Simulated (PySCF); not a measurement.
`C[SiH2]SC(=C=O)C=O`: 4 charge schemes on one density

C4H6O2SSi.
Cartesian coordinates in Å at the GFN2-xTB level; atoms count from 1:
```xyz
14
C4H6O2SSi angstrom
C      1.7822   -1.0662    0.7819
Si     1.4111    0.1535   -0.6197
S     -0.0152    1.7436   -0.0628
C     -1.5900    0.8837   -0.0523
C     -2.6082    1.6316    0.3047
O     -3.4634    2.3342    0.6292
C     -1.6335   -0.4933   -0.4281
O     -0.6510   -1.1409   -0.7292
H      1.9020   -0.5452    1.7289
H      1.0121   -1.8203    0.9021
H      2.7155   -1.5763    0.5686
H      2.5359    1.1084   -0.6153
H      1.2362   -0.2647   -2.0005
H     -2.6343   -0.9486   -0.4297
```

Density: PBE0/pcSseg-1 (PySCF); schemes: Mulliken, IAO, Hirshfeld and ESP-fitted. Isolated species at its GFN2-xTB geometry (one conformer only).

Problem. Tabulate the Mulliken, IAO, Hirshfeld and ESP-fitted charges.

Solution. In e:

```csv
atom,environment,Mulliken,IAO,Hirshfeld,ESP-fitted
C1,Si-methyl carbon,-0.608,-0.717,-0.216,-0.375
Si2,SiH2 silicon,+0.660,+0.734,+0.306,+0.520
S3,sulfur bonded to C and Si,-0.157,-0.127,-0.090,-0.206
C4,outer carbon of cumulated double bonds,-0.607,-0.336,-0.087,-0.519
C5,central carbon of a ketene,+0.520,+0.487,+0.234,+0.663
O6,oxygen bonded to C,-0.213,-0.225,-0.099,-0.275
C7,aldehyde carbon,+0.447,+0.238,+0.114,+0.479
O8,aldehyde oxygen,-0.431,-0.403,-0.162,-0.414
H9,methyl hydrogen,+0.150,+0.163,+0.044,+0.093
H10,methyl hydrogen,+0.150,+0.163,+0.033,+0.111
H11,methyl hydrogen,+0.138,+0.159,+0.045,+0.101
H12,Si–H hydrogen,-0.102,-0.150,-0.100,-0.136
H13,Si–H hydrogen,-0.048,-0.116,-0.080,-0.084
H14,formyl hydrogen,+0.102,+0.131,+0.057,+0.040
```

Mean size of the charges over all atoms: Mulliken 0.309 e, IAO 0.296 e, ESP-fitted 0.287 e, Hirshfeld 0.119 e. Each set sums to the total charge, 0, to within 0.001 e. The ESP scheme fits charges at the nuclei, held to the total charge, to the electrostatic potential on points at 1.4 to 2.0 times the van der Waals radii.

Lowest charge. The schemes don't all agree: Mulliken C1 (-0.608); IAO C1 (-0.717); Hirshfeld C1 (-0.216); ESP-fitted C4 (-0.519).

Highest charge. The schemes don't all agree: Mulliken Si2 (+0.660); IAO Si2 (+0.734); Hirshfeld Si2 (+0.306); ESP-fitted C5 (+0.663).

Problem. How closely do the schemes follow one another over all atoms?

Solution. Correlation coefficient and root-mean-square difference: IAO with Hirshfeld 0.97, 0.224 e; Mulliken with ESP-fitted 0.97, 0.093 e; Mulliken with IAO 0.96, 0.102 e; Mulliken with Hirshfeld 0.93, 0.249 e; Hirshfeld with ESP-fitted 0.93, 0.223 e; IAO with ESP-fitted 0.91, 0.150 e.

Problem. Sum the charges by element, for elements with more than one atom.

Solution. 
```json
{"element": "C", "atoms": "4", "Mulliken": "-0.248", "IAO": "-0.329", "Hirshfeld": "+0.045", "ESP-fitted": "+0.249"}
{"element": "O", "atoms": "2", "Mulliken": "-0.644", "IAO": "-0.627", "Hirshfeld": "-0.261", "ESP-fitted": "-0.689"}
{"element": "H", "atoms": "6", "Mulliken": "+0.389", "IAO": "+0.349", "Hirshfeld": "0.000", "ESP-fitted": "+0.127"}
```

The run behind these numbers computed NMR shieldings as well. Hardware: Arm Neoverse V1, one thread, shared host with 32 logical CPUs at a one-minute load of 30. Cost: 32 s of wall time, 0.81 GiB resident at most.
